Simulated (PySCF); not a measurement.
Peak assignment

Structure with atom numbers: `[CH3:1][O:2][c:3]1[cH:4][cH:5][cH:6][cH:7][c:8]1[F:9]` (H(Xn): hydrogen on atom n).

One conformer, gas phase, rapidly exchanging positions averaged, no relativistic terms. Coordinates at the PBE0-D3(BJ)/def2-SVP level; shielding tensors at PBE/pcSseg-1 (GIAO); couplings computed with B3LYP/pcJ-1 (spin–dipole term only in couplings to heteroatoms); PySCF 2.14.0 with density-fitted response routines.

Referencing at the same level of theory: 13C and 1H against TMS.

(1) Assign these signals to the numbered atoms. 13C{1H} NMR (computed): δ 159.1 (C, d, J = 315.3 Hz), 151.3 (C, d, J = 8.5 Hz), 125.6 (CH), 121.9 (CH, d, J = 3.1 Hz), 118.3 (CH, d, J = 14.8 Hz), 111.1 (CH), 54.9 (CH3).

(2) Assign these signals to the numbered atoms. 1H NMR (400 MHz, computed): δ 6.94 (m, 1H), 6.93 (m, 1H), 6.80 (m, 1H), 6.52 (m, 1H), 3.74 (s, 3H).

Results:

(1) 
159.1 → C8, aromatic carbon bearing fluorine: the electronegative substituent deshields the carbon that carries it
151.3 → C3, aromatic carbon bearing oxygen: σ withdrawal by the attached heteroatom moves it downfield of the ring CH carbons
125.6 → C5, aromatic CH
121.9 → C6, aromatic CH
118.3 → C7, aromatic CH
111.1 → C4, aromatic CH: π donation from the O or N substituent raises the electron density at positions ortho and para to it
54.9 → C1, methyl carbon bonded to O: the inductive effect lowers its shielding

(2) 
```tsv
δ (ppm)	atoms	environment	reason
6.94	H(C5)	hydrogen on an aromatic CH	the ring current deshields protons in the ring plane
6.93	H(C7)	hydrogen on an aromatic CH	–
6.80	H(C6)	hydrogen on an aromatic CH	–
6.52	H(C4)	hydrogen on an aromatic CH	–
3.74	H(C1)	hydrogen on a methyl carbon bonded to O	its carbon carries O, which withdraws density
```

H(C5) and H(C7) lie closer than the usual error of such a calculation, so a measured spectrum could show them in the other order.

C–F couplings over four or more bonds (about 3 Hz to the para carbon of a fluoroarene) are left out. Common functionals overestimate the size of one-bond C–F couplings by tens of Hz; these are unscaled. Splittings below 1 Hz are ignored in the labels, and close J values are merged. Unscaled 3J(H,H) at this level run about 10 % above measured values. Shifts are as computed. Against solution values, carbons near 30 ppm lie about +2 ppm off and those near 130 ppm about +2 ppm. Of 1211 compounds with measured shifts, 218 miss one by over three times the rms of a fit or turn the order of signals round; such compounds aren't used in these exercises.
